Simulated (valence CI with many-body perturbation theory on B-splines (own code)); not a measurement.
**Ladder of approximations for Gd33+**

Computed by valence CI with perturbative core correlation (CI+MBPT): three valence electrons over a frozen Dirac-Fock core [Ar] 3d10, radial functions for each j: 11 s, 11 p, 9 d, 7 f, 5 g, 2 h, 1 i, with the one-electron correlation potential Σ1, the two-electron term Σ2, the three-electron term Σ3, Breit, model QED; selected CI, second order for the rest (own B-spline code, finite nucleus).

No measured spectrum was set against this ion. As an estimate, large intervals hold to a few tenths of a per cent, small ones and those within an open d or f shell to about a per cent.

Each rung adds one term. CI alone is the Dirac-Coulomb CI over the frozen core; QED comes last and gives the full result, which names the levels. Energies are above (4s^2 4p1/2) J=1/2 on the same rung, in cm⁻¹.

Levels are named by their leading jj configuration (3d3/2^4 stands for four electrons in 3d with j = 3/2), which in mixed levels can hold well under half, so a name can repeat and another be missing. Letters in brackets count levels of one name in rising energy.

```
                     Level  CI alone     + Σ1     + Σ2     + Σ3  + Breit     Full
        (4s^2 4p3/2) J=3/2    363652   365096   365693   365701   361248   361763
        (4s 4p1/2^2) J=1/2    582864   582354   583768   583823   587846   582347
(4s 4p1/2 4p3/2) J=3/2 [a]    867359   868193   872501   872617   872379   867406
    (4s 4p1/2 4p3/2) J=5/2    920912   921785   924477   924561   923874   918954
(4s 4p1/2 4p3/2) J=3/2 [b]   1000810  1001700  1000970  1001010  1000340   995518
    (4s 4p1/2 4p3/2) J=1/2   1029440  1030310  1025140  1025130  1025050  1020020
        (4s 4p3/2^2) J=5/2   1254640  1256780  1260710  1260820  1255730  1251620
        (4s^2 4d3/2) J=3/2   1359880  1360830  1356560  1356590  1350950  1348980
        (4s 4p3/2^2) J=1/2   1390830  1393140  1391290  1391260  1386780  1382310
        (4s 4p3/2^2) J=3/2   1442630  1444230  1437290  1437250  1431870  1428800
        (4s^2 4d5/2) J=5/2   1476620  1477460  1471530  1471520  1463390  1462840
     (4p1/2^2 4p3/2) J=3/2   1599560  1599850  1597380  1597460  1600960  1590700
(4s 4p1/2 4d3/2) J=3/2 [a]   1834120  1833730  1837110  1837310  1835010  1829030
    (4s 4p1/2 4d3/2) J=5/2   1862760  1862780  1865920  1866100  1863660  1857050
     (4p1/2 4p3/2^2) J=3/2   1905350  1906710  1906170  1906310  1905150  1896020
     (4p1/2 4p3/2^2) J=5/2   1924790  1925640  1927110  1927260  1924540  1916860
    (4s 4p1/2 4d3/2) J=1/2   1965990  1965660  1961810  1961880  1959360  1953540
(4s 4p1/2 4d3/2) J=3/2 [b]   1968670  1968480  1965480  1965560  1962520  1956700
(4s 4p1/2 4d5/2) J=5/2 [a]   1983650  1983940  1981800  1981910  1978060  1971890
    (4s 4p1/2 4d5/2) J=7/2   1988630  1988830  1989360  1989530  1984590  1979020
     (4p1/2 4p3/2^2) J=1/2   2003050  2004780  2002140  2002170  2001310  1991600
(4s 4p1/2 4d5/2) J=5/2 [b]   2072750  2073130  2069810  2069770  2065920  2059650
    (4s 4p1/2 4d5/2) J=3/2   2106810  2107210  2100120  2100050  2096880  2090330
(4s 4p3/2 4d3/2) J=3/2 [a]   2253220  2254590  2254890  2255020  2248430  2242520
(4s 4p3/2 4d3/2) J=5/2 [a]   2259020  2260050  2259050  2259170  2252200  2246850
(4s 4p3/2 4d3/2) J=1/2 [a]   2258990  2260010  2259820  2259940  2253230  2247940
    (4s 4p3/2 4d5/2) J=9/2   2261990  2263510  2268020  2268240  2259150  2254070
    (4s 4p3/2 4d3/2) J=7/2   2270280  2271400  2271000  2271140  2263450  2258250
           (4p3/2^3) J=3/2   2288110  2290270  2290910  2291020  2284370  2277180
(4s 4p3/2 4d3/2) J=3/2 [b]   2342010  2343250  2338150  2338230  2331230  2325670
(4s 4p3/2 4d5/2) J=5/2 [a]   2343530  2345080  2344260  2344380  2335650  2330460
```

Q: How does the ionisation energy move along the ladder, and which term matters most?

A: CI alone 1370.0, + Σ1 1371.7, + Σ2 1371.6, + Σ3 1371.6, + Breit 1370.2, + QED 1370.2 eV. The largest step is Σ1, 1.7 eV. NIST lists 1368 ± 5 eV (theoretical).
